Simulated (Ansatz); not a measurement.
Species: CH3F3Si, SMILES `FC(F)(F)[SiH3]` (charge 0, multiplicity 1), formula CH3F3Si.

Q: How many basis functions does Ansatz (a first-principles code) with frozen-core CCSD(T)/def2-TZVPP // r2SCAN-D4/def2-TZVP use, how many core orbitals are frozen, and how many electrons are correlated?

A: 208 basis functions and 9 frozen orbitals, which leaves 32 correlated electrons. Core time is of the order of minutes.
